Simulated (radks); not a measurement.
Problem. All-electron atom: neutral cadmium in [Kr] 4d10 5s2 (the NIST ground configuration). Method: scalar-relativistic Kohn-Sham, exchange-only B88, spin-polarised, spherical densities, point nucleus; computed with a radial shooting solver on a logarithmic mesh with Libxc functionals. Some entries of the table are withheld. Estimate them.

orbital  occ.  eigenvalue (hartree)  <1/r> (bohr^-1)  <r^2> (bohr^2)
1s          2             -974.9308            50.64        0.001250
2s          2             -144.7084              (1)         0.02043
2p          6             -129.8530            11.11         0.01610
3s          2             -26.92967            4.062          0.1469
3p          6             -22.05768            3.869          0.1481
3d         10             -14.42971            3.642          0.1333
4s          2              -3.85303            1.574             (2)
4p          6              -2.42149            1.417           1.057
4d         10                   (3)              (4)             (5)
5s          2              -0.18310           0.4367           10.14

Solution. 
(1) 2s <1/r> (bohr^-1): 11.52
(2) 4s <r^2> (bohr^2): 0.8751
(3) 4d eigenvalue (hartree): -0.39345
(4) 4d <1/r> (bohr^-1): 1.050
(5) 4d <r^2> (bohr^2): 2.056
